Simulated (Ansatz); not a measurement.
# Swapping H for I on C: the mean C–H bond length

Gas-phase molecules. On one C centre, n of the H ligands are replaced by I. The mean C–H bond length y in Å at PBE0-D4/def2-TZVP. The shapes are optimised at that level. Programs: Ansatz 0.2.0.

```
molecule  n  y (Å)
     CH4  0  1.090
    CH3I  1  1.086
   CH2I2  2      ?
    CHI3  3  1.083
```

Q: Fit y = c + s·n to the known rows and predict CH2I2.

A: 
1. Means of the 3 rows: n = 1.33333, y = 1.0863.
2. Σ(Δn)² = 4.6667, Σ(Δn·Δy) = -0.010333, so the slope is -0.010333/4.6667 = -0.0022142.
3. Intercept: 1.0863 − (-0.0022142) × 1.33333 = 1.0893. The largest residual of the fit is 0.0011.
4. CH2I2: 1.0893 + (-0.0022142) × 2 = 1.085 Å.

The run gave 1.084 Å, so the prediction is off by +0.001 Å, within the largest residual. The step per swap drifts from -0.004 to -0.001 Å. For atoms past krypton def2 sets carry core potentials with scalar relativity.
